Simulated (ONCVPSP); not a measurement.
**Scattering properties, ONCV potential for Pm**

* Element: Pm
* Generator: ONCVPSP 4.0.1
* Type: optimised norm-conserving Vanderbilt (ONCV)
* Functional: LDA (Perdew-Zunger)
* Relativity: scalar-relativistic
* Frozen core: [Xe]
* Valence charge: 7
* Reference configuration: 4f4.5 5d0.5 6s2
* Partial waves: 6s: rc 3.40 bohr, ncon 4, nbas 8, qcut 1.8 1/bohr, 2 projectors, debl 3.4 Ha; p scattering state at 0.3 Ha: rc 3.55 bohr, ncon 4, nbas 7, qcut 2.6 1/bohr, 2 projectors, debl 0.6 Ha; 5d: rc 3.65 bohr, ncon 4, nbas 9, qcut 3.9 1/bohr, 2 projectors, debl 2.8 Ha; 4f: rc 1.50 bohr, ncon 4, nbas 9, qcut 13.2 1/bohr, 2 projectors, debl 3.3 Ha
* Local potential: polynomial inside 1.40 bohr (lpopt 5, dvloc0 3 Ha)
* Core correction: Teter function, fcfact 1.5, rcfact 1.25

In the p channel the program set the typed energies aside and used 0.050, 0.650 Ha.

The phase is arctan(r·R′/R) of the radial function R(r), unwrapped; energies in Ha, scanned from -2 to 5 Ha. A pole is an energy at which the radial function vanishes at the test radius. The pseudo phase is shifted by a multiple of π to meet the all-electron one at the reference energy, and phase errors are pseudo minus all-electron; the curves can meet again beyond the range given. Levels narrower than the energy grid can be missing from the lists of poles.

```tsv
channel	radius (bohr)	reference energy (Ha)	poles, all-electron	poles, pseudo	unbroken range about the reference energy with phases within 0.05 rad	phase error 1 Ha above the reference energy (rad)
s	3.45	-0.14	-1.59, 0.64, 3.43	0.59, 3.38, 3.64	-1.0 to 1.0	-0.032
p	3.60	0.05	-0.86, 0.96, 3.58	-0.55, 0.96, 4.69	-0.4 to 1.7	+0.002
d	3.71	-0.09	0.07, 1.64, 4.21	0.07, 1.70, 4.26	below 0.4	+0.066
f	1.52	-0.18	0.30	0.30	the whole range	+0.001
```

Note: ghosts flagged at negative energy: s at -28.0 eV, p at -15.4 eV; GHOST(+) flagged for s at 94.2 eV, p at 155.1 eV, p at 342.9 eV. A true bound ghost makes a file unfit for plane-wave use.

Phases in the p channel:

```tsv
E (Ha)	all-electron	pseudo
-1.98	1.395	1.398
-1.62	1.366	1.373
-1.26	1.314	1.334
-0.90	-1.016	1.258
-0.54	-1.921	-1.677
-0.18	-2.374	-2.365
0.18	-4.088	-4.087
0.54	-4.556	-4.556
0.90	-4.696	-4.695
1.26	-4.794	-4.788
1.62	-4.944	-4.905
1.98	-5.832	-5.231
2.34	-7.528	-6.985
2.70	-7.722	-7.573
3.06	-7.793	-7.703
3.42	-7.837	-7.762
3.78	-7.873	-7.797
4.14	-7.913	-7.823
4.50	-7.974	-7.844
4.86	-8.130	-7.863
```
